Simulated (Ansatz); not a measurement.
The first iterations of a band of AlBClFH$_{2}$O (7 atoms, charge 0, multiplicity 1).

These are results of RKS PBE0/cc-pVDZ in Ansatz 0.2.0, not measurements.

| Item | Value |
| --- | --- |
| movable images | 5 |
| climbing image | yes |
| spring | 5.0 eV/Å² |
| optimiser | quadratic models (default) |
| start path | IDPP |
| force threshold | 0.05 eV/Å |
| iteration limit | 60 |
| end points | relaxed |

Initial state:

```xyz
7
Properties=species:S:1:pos:R:3
O -0.644 1.166 -1.386
Al -0.413 -0.272 -0.469
F -1.190 -1.688 -0.987
B 0.811 -0.294 1.272
Cl 1.638 1.167 1.767
H -1.198 1.177 -2.173
H 0.995 -1.256 1.976
```

Final state:

```xyz
7
Properties=species:S:1:pos:R:3
O -1.293 1.267 -0.849
Al -0.412 -0.162 -0.465
F -0.744 -1.572 -1.346
B 1.051 -0.122 1.078
Cl 2.139 -1.481 1.277
H -1.951 1.285 -1.550
H 1.211 0.785 1.856
```

| iteration | highest image above the first end (eV) | largest band force component (eV/Å) |
| --- | --- | --- |
| 1 | 0.038 | 0.581 |
| 2 | 0.013 | 0.409 |

Q: Does the band converge within its limit, and where does its top end?

A: It converged. It ended after 5 iterations with the highest image 0.000 eV above the first end. The highest image is an end point: on this band no image between the ends rises above it.

Time of the run: 120 s on 1 thread of Arm Neoverse V1, with other jobs on the host, peak memory 0.18 GiB.
